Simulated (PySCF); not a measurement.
Nuclear quadrupole coupling in `C#C[C@](F)(CC=O)[SiH2]O`

Compound: C5H7FO2Si.
SMILES with atom numbers: `[CH:1]#[C:2][C@:3]([F:4])([CH2:5][CH:6]=[O:7])[SiH2:8][OH:9]` (hydrogens: H10 on C1; H11, H12 on C5; H13 on C6; H14, H15 on Si8; H16 on O9)

Cartesian coordinates in Å at the GFN2-xTB level; atoms count from 1:
```
atom  x, y, z in Å
C1    -0.691    2.919    0.454
C2    -0.530    1.780    0.122
C3    -0.376    0.406   -0.299
F4    -1.561    0.019   -0.953
C5    -0.236   -0.489    0.958
C6    -0.604   -1.911    0.653
O7    -0.005   -2.643   -0.091
Si8    1.090    0.262   -1.580
O9     1.388   -1.267   -1.961
H10   -0.814    3.920    0.743
H11    0.806   -0.441    1.281
H12   -0.878   -0.107    1.755
H13   -1.513   -2.268    1.167
H14    2.228    0.855   -0.874
H15    0.660    0.969   -2.774
H16    1.028   -1.996   -1.431
```

Field gradients from the PBE0/pcSseg-1 density (PySCF, non-relativistic), principal values in atomic units, ordered |Vxx| ≤ |Vyy| ≤ |Vzz|:

```json
{"atom": "O7", "Vxx": "0.5043", "Vyy": "1.4669", "Vzz": "-1.9712"}
{"atom": "O9", "Vxx": "-0.3106", "Vyy": "-1.0250", "Vzz": "1.3356"}
```

Task: Find the asymmetry η = (Vxx − Vyy)/Vzz and the couplings χ = eQV/h (234.96 MHz × Q in barn × V in au), with Q(17O) = −0.0256 b.

Result: 
| atom | environment | nucleus | η | χzz (MHz) | χxx (MHz) | χyy (MHz) |
| --- | --- | --- | --- | --- | --- | --- |
| O7 | aldehyde oxygen | 17O | 0.49 | 11.86 | -3.03 | -8.82 |
| O9 | silanol oxygen | 17O | 0.53 | -8.03 | 1.87 | 6.17 |

Task: What is Vzz at O7 in SI units (1 au = 9.71736 × 10²¹ V/m²)?

Result: -1.9712 au = -19.155 × 10²¹ V/m².

Task: What couplings would deuterons (Q(2H) = 0.00286 b) have in place of the hydrogens, at this geometry?

Result: 
```json
{"atom": "H10", "bonded to": "C1", "bond length (Å)": "1.049", "Vzz (au)": "0.3947", "η": "0.02", "χzz (kHz)": "265"}
{"atom": "H11", "bonded to": "C5", "bond length (Å)": "1.092", "Vzz (au)": "0.2991", "η": "0.02", "χzz (kHz)": "201"}
{"atom": "H12", "bonded to": "C5", "bond length (Å)": "1.092", "Vzz (au)": "0.2946", "η": "0.05", "χzz (kHz)": "198"}
{"atom": "H13", "bonded to": "C6", "bond length (Å)": "1.104", "Vzz (au)": "0.2721", "η": "0.01", "χzz (kHz)": "183"}
{"atom": "H14", "bonded to": "Si8", "bond length (Å)": "1.465", "Vzz (au)": "0.1568", "η": "0.02", "χzz (kHz)": "105"}
{"atom": "H15", "bonded to": "Si8", "bond length (Å)": "1.453", "Vzz (au)": "0.1659", "η": "0.02", "χzz (kHz)": "111"}
{"atom": "H16", "bonded to": "O9", "bond length (Å)": "0.970", "Vzz (au)": "0.4164", "η": "0.07", "χzz (kHz)": "280"}
```

The structure is a single GFN2-xTB conformer in the gas phase; no vibrational or solvent corrections. GFN2-xTB bond lengths can be off by several hundredths of an ångström, more for odd bonds, and the gradients follow them. The small basis limits the accuracy of the gradients.

These values come from a run that also computed NMR shieldings. On one thread, Intel Xeon at 2.50 GHz (x86_64) (shared host), this took 93 s wall and 0.87 GiB of memory at its peak.
